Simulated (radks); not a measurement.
Results of a calculation; reference values are marked as such.
Task: All-electron atom: Sm48+ in [Ne] 3s2 3p2. Code: a radial shooting solver on a logarithmic mesh with Libxc functionals. Model: scalar-relativistic Kohn-Sham, r2SCAN, spin-polarised, spherical densities, finite nucleus; open shells are filled with parallel spins first (spin-orbit coupling, left out, can overturn this in heavy ions); meta-GGA in the generalised Kohn-Sham scheme; Fermi nuclear charge, rms radius 5.0819 fm. Some entries of the table are withheld. Estimate them.

orbital,occ.,eigenvalue (eV),r(max) (bohr)
1s up,1,-50084.00,0.01449
1s down,1,-50074.69,0.01449
2s up,1,-10832.44,0.08155
2s down,1,-10828.20,0.08157
2p up,3,-10035.57,0.06578
2p down,3,-10027.28,0.06583
3s up,1,-4336.331,0.2193
3s down,1,-4307.039,0.2194
3p up,2,(1),0.2120
3p down,0,(2),0.2121

Result: 
(1) 3p up eigenvalue (eV): -4089.560
(2) 3p down eigenvalue (eV): -4060.442
